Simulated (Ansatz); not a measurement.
Tl4H5, relaxed as a doublet with UKS PBE-D4/def2-SVP in Ansatz, starting from the GFN1-xTB geometry. Force threshold 0.02 eV/Å.

In the def2 sets Tl takes a core potential; there is no spin–orbit coupling. The relaxation made no stability test and no search for a lower SCF solution. Another isomer (doublet) lies 0.60 eV lower at PBE0-D4/def2-TZVP; other spin states weren't run for this one.

Start:

```
atom   x (Å)   y (Å)   z (Å)
 Tl1   1.154   0.629  -2.100
 Tl2  -0.391  -1.918  -1.487
 Tl3   2.363  -0.091   0.574
 Tl4  -1.554   0.317   1.767
  H5  -0.076   2.060  -1.504
  H6   0.508   0.263   1.793
  H7  -1.774   1.852   0.709
  H8  -1.571  -1.067   0.244
  H9   1.341  -2.046   0.004
```

| step | energy (eV) | largest force component (eV/Å) | SCF passes |
| --- | --- | --- | --- |
| 1 | -18860.0879 | 0.940 | 22 |
| 2 | -18860.5201 | 0.534 | 26 |
| 3 | -18860.7634 | 0.357 | 25 |
| 4 | -18860.9262 | 0.294 | 25 |
| 5 | -18861.0354 | 0.307 | 24 |
| 6 | -18861.0904 | 0.447 | 24 |
| 7 | -18861.1577 | 0.308 | 20 |
| 8 | -18861.2120 | 0.268 | 23 |
| 9 | -18861.2994 | 0.240 | 23 |
| 10 | -18861.3783 | 0.241 | 23 |
| 11 | -18861.4116 | 0.139 | 23 |
| 12 | -18861.4205 | 0.086 | 20 |
| 13 (rejected) | -18861.4074 | 0.195 | 20 |
| 14 | -18861.4248 | 0.042 | 20 |
| 15 | -18861.4268 | 0.113 | 20 |
| 16 | -18861.4283 | 0.069 | 20 |
| 17 | -18861.4304 | 0.045 | 21 |
| 18 | -18861.4309 | 0.035 | 20 |
| 19 | -18861.4313 | 0.016 | 20 |
| 20 | -18861.4316 | 0.024 | 20 |
| 21 | -18861.4320 | 0.028 | 19 |
| 22 | -18861.4322 | 0.019 | 20 |
| 23 | -18861.4324 | 0.021 | 20 |
| 24 | -18861.4327 | 0.015 | 19 |

Force components are those of the run's own axes.

End:

```xyz
9

Tl    0.2811    1.2962   -1.4650
Tl   -0.3444   -2.3281   -1.2270
Tl    2.4310   -0.5218    0.9415
Tl   -1.2876    0.2334    1.4519
H    -0.1130    2.9246   -2.2726
H     0.5274    0.1262    2.0591
H    -1.2521    1.6807    0.1821
H    -1.6530   -1.3095    0.3767
H     1.4107   -2.1016   -0.0466
```

Bonds lost: Tl1–Tl2, Tl1–Tl3 (atoms count from 1).

The force fell under the threshold at step 19, but the optimiser went on. No frequencies were taken in this run, so the end may be a saddle point.

Run time 64 s (4 threads of Arm Neoverse V1 on a shared host).
